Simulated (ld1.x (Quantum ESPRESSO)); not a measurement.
## Se, TM: configuration errors across variants

```json
{"Element": "selenium", "Generator": "ld1.x (Quantum ESPRESSO) 7.5", "Type": "norm-conserving Troullier–Martins (Kleinman–Bylander form)", "Functional": "PBEsol", "Relativity": "fully relativistic", "Frozen core": "[Ar] 3d10", "Valence charge": "6", "Reference configuration": "4s2 4p2.5 (charge +1.5)", "Partial waves": "4s (bound): rc 1.60 bohr; 4p (bound): rc 1.70 bohr; 4d channel at 0.05 Ry: rc 1.30 bohr", "Local potential": "all-electron potential smoothed inside 1.60 bohr (lloc = -2)", "Core correction": "none"}
```

Open shells are filled in proportion to 2j + 1 (rel_dist='average').

All-electron excitation energies from the reference (eV): (1) 4s2 4p4 -19.780; (2) 4s2 4p3 -8.926; (3) 4s2 4p2 11.446; (4) 4s2 4p4.3 -21.373; (5) 4s2 4p0 84.571; (6) 4s2 4p1 42.353; (7) 4s2 4p3.5 -15.468.

Tests that are not counted but printed errors over 1 eV. “local potential all-electron potential smoothed inside 0.90 bohr (lloc = -2)”: 4s2 4p0 (solver errors, printed error -25.7 eV).

2 further variants failed, have other tests or another functional or relativity, and are left out.

A true bound ghost makes a file unfit for plane-wave use even where its test errors are small: the radial tests pick states by their node count and pass the ghost by. Where a test does run into it, the solver fails or the error is huge.

The file “local potential the p channel” misses its own reference levels by 0.3 eV.

Errors AE − PS in meV (a dash: test not solved or not reliable):

```csv
change,(1),(2),(3),(4),(5),(6),(7),bound ghosts
base,-0.3,-0.1,-0.2,-0.3,+7.8,-1.2,-0.3,"d3/2, d5/2"
local potential all-electron potential smoothed inside 0.90 bohr (lloc = -2),-4.7,-1.0,-1.8,-5.4,–,-25,-3.0,"d3/2, d5/2, s"
wave 4d channel at 0.05 Ry: rc 1.30 bohr becomes 4d channel at 0.05 Ry: rc 1.44 bohr,-0.3,-0.1,-0.2,-0.3,+7.8,-1.2,-0.3,"d3/2, d5/2"
wave 4d channel at 0.05 Ry: rc 1.30 bohr becomes 4d channel at 0.38 Ry: rc 1.30 bohr,-0.3,-0.1,-0.2,-0.3,+7.8,-1.2,-0.3,"d3/2, d5/2"
wave 4p (bound): rc 1.70 bohr becomes 4p (bound): rc 1.96 bohr,-0.6,-0.2,-0.4,-0.5,-5.4,-4.1,-0.5,"d3/2, d5/2"
local potential all-electron potential smoothed inside 1.55 bohr (lloc = -1),+1.9,+0.3,+0.3,+2.5,+31,+5.0,+0.9,"d3/2, d5/2"
core correction a·sin(br)/r model core inside 1.42 bohr,-0.8,-0.5,-1.2,-0.3,-102,-21,-1.1,"d3/2, d5/2"
wave 4s (bound): rc 1.60 bohr becomes 4s (bound): rc 1.36 bohr,-0.2,-0.1,-0.1,-0.1,+10,-0.6,-0.2,"d3/2, d5/2"
wave 4d channel at 0.05 Ry: rc 1.30 bohr becomes 4d channel at 0.11 Ry: rc 1.30 bohr,-0.3,-0.1,-0.2,-0.3,+7.8,-1.2,-0.3,"d3/2, d5/2"
local potential the p channel,-9.7,-2.4,+0.6,–,-22,-7.1,-6.0,"d5/2, d3/2"
```

**Question.** Give the same row for: all radii scaled by about 0.77 (s 1.24, p 1.32, d 1.00 bohr); local potential all-electron potential smoothed inside 1.24 bohr (lloc = -2).

**Answer.** +2.9, +0.3, +0.4, +4.0, +9.1, +2.6, +1.2; bound ghosts: d3/2, d5/2.
